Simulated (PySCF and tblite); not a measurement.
Values are calculated unless marked as measured or tabulated.
Dynamics report: rearrangement

System: C8H8O, numbered as in [OH:1][C@@:2]12[C@H:3]3[CH:4]=[CH:5][C@@H:6]1[C@@H:7]2[CH:8]=[CH:9]3.

Motion: Cope rearrangement (breaking C6–C7, making C4–C9). Level: PBE0/pcSseg-1 + D3(BJ) on PBE0-D3(BJ)/def2-SVP stationary points, with GFN2-xTB thermal terms. Rates follow Eyring's equation with the number of equivalent paths and no tunnelling. Programs: tblite and PySCF.

| point | symmetry | E(GFN2) kcal/mol | E(DFT) kcal/mol | ZPE change kcal/mol | lowest mode cm⁻¹ | dipole D |
| --- | --- | --- | --- | --- | --- | --- |
| start | C1 | 0.0 | 0.0 | 0.00 | 222 | 1.37 |
| saddle | C1 | 6.6 | 5.0 | -1.04 | 410i | 1.54 |
| end | C1 | 0.7 | -1.4 | -0.11 | 235 | 1.75 |

```json
{
  "Electronic barrier": "5.0 kcal/mol",
  "Barrier with zero-point energy": "4.0 kcal/mol",
  "ΔH‡ (298 K)": "3.8 kcal/mol",
  "ΔS‡ (298 K, symmetry apart)": "-1.2 cal/(mol K)",
  "Paths": "1 equivalent path",
  "End point": "a different minimum",
  "Mean lifetime of the start against this motion at 298 K": "170 ps",
  "Cost": "6.7 min on 1 thread of INTEL XEON PLATINUM 8581C @ 2.10GHz, on a host shared with other jobs (rough), peak memory 0.82 GiB, launched as `OMP_NUM_THREADS=1 python ens_run.py task.json out`"
}
```

| T/K | ΔG‡ kcal/mol | k s⁻¹ | ΔG kcal/mol | k back s⁻¹ |
| --- | --- | --- | --- | --- |
| 150 | 4.0 | 4.6×10⁶ | -1.4 | 3.6×10⁴ |
| 200 | 4.0 | 1.6×10⁸ | -1.4 | 4.4×10⁶ |
| 250 | 4.1 | 1.4×10⁹ | -1.4 | 8×10⁷ |
| 298 | 4.1 | 5.8×10⁹ | -1.4 | 5.4×10⁸ |
| 350 | 4.2 | 1.7×10¹⁰ | -1.4 | 2.3×10⁹ |
| 400 | 4.3 | 3.9×10¹⁰ | -1.4 | 6.8×10⁹ |
| 500 | 4.4 | 1.2×10¹¹ | -1.4 | 3×10¹⁰ |

ΔG and ΔG‡ leave out symmetry numbers and mirror images; rates count paths: 1 out, 1 back.
